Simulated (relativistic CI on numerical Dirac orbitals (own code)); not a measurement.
## Electric-dipole lines of Ar17+

Calculated at this level of theory: Dirac equation for one electron, model QED (radiative potential, 1s self-energy scaled to tabulated hydrogen-like ionisation energies) (own radial code, finite nucleus).

Configuration list: 1s, 2s, 2p, 3s, 3p, 3d, 4s, 4p, 4d, 4f, 5s, 5p, 5d, 5f, 5g, 6s, 6p, 6d. Levels of other configurations are missing.

```
λ vac (nm)            Lower            Upper   A (s⁻¹)  E lower (10³ cm⁻¹)  E upper (10³ cm⁻¹)
   0.37311    1s 2S_1/2 [1]   2p 2P°_3/2 [4]  6.55e+13                 0.0             26801.8
    1.4982   2p 2P°_3/2 [4]   4d 2D_5/2 [15]  2.17e+12             26801.8             33476.4
    2.0077   2p 2P°_1/2 [2]    3d 2D_3/2 [7]  5.70e+12             26762.9             31743.7
    2.0082    2s 2S_1/2 [3]   3p 2P°_3/2 [8]  2.35e+12             26764.2             31743.7
    2.0219   2p 2P°_3/2 [4]    3d 2D_5/2 [9]  6.78e+12             26801.8             31747.5
    3.9477    3d 2D_3/2 [7]  5f 2F°_5/2 [21]  4.47e+11             31743.7             34276.8
    3.9530    3d 2D_5/2 [9]  5f 2F°_7/2 [24]  4.77e+11             31747.5             34277.2
    5.7388   3p 2P°_1/2 [5]   4d 2D_3/2 [12]  6.16e+11             31732.2             33474.8
    5.7400    3s 2S_1/2 [6]  4p 2P°_3/2 [13]  3.19e+11             31732.6             33474.8
    5.7716    3d 2D_3/2 [7]  4f 2F°_5/2 [14]  1.35e+12             31743.7             33476.4
    5.7716   3p 2P°_3/2 [8]   4d 2D_5/2 [15]  7.39e+11             31743.7             33476.4
    5.7816    3d 2D_5/2 [9]  4f 2F°_7/2 [16]  1.45e+12             31747.5             33477.2
    12.405  4p 2P°_1/2 [10]   5d 2D_3/2 [19]  1.29e+11             33469.9             34276.0
    12.468   4d 2D_3/2 [12]  5f 2F°_5/2 [21]  2.54e+11             33474.8             34276.8
    12.468  4p 2P°_3/2 [13]   5d 2D_5/2 [22]  1.56e+11             33474.8             34276.8
    12.486  4f 2F°_5/2 [14]   5g 2G_7/2 [23]  4.31e+11             33476.4             34277.2
    12.486   4d 2D_5/2 [15]  5f 2F°_7/2 [24]  2.71e+11             33476.4             34277.2
    12.495  4f 2F°_7/2 [16]   5g 2G_9/2 [25]  4.47e+11             33477.2             34277.5
    22.847  5p 2P°_1/2 [17]   6d 2D_3/2 [28]  3.90e+10             34273.5             34711.2
    22.953  5p 2P°_3/2 [20]   6d 2D_5/2 [30]  4.71e+10             34276.0             34711.7
```

Terms are leading LS components. Brackets give the number of a level in order of energy, since labels repeat. The list gives strong lines, with weight on those to low levels, without lines whose two gauges differ by over a factor of 2.5. Levels whose partners in the same complex of configurations lie outside the list can be far off, and so can their lines. Rates are taken at the computed energies, electric ones in the length gauge.

Question: From the table, what is the radiative lifetime of 4d 2D_5/2?

Answer: The listed rates from this level add up to about 2.90e+12 s⁻¹, 100 % of its decay; with all channels τ = 3.43e-13 s.
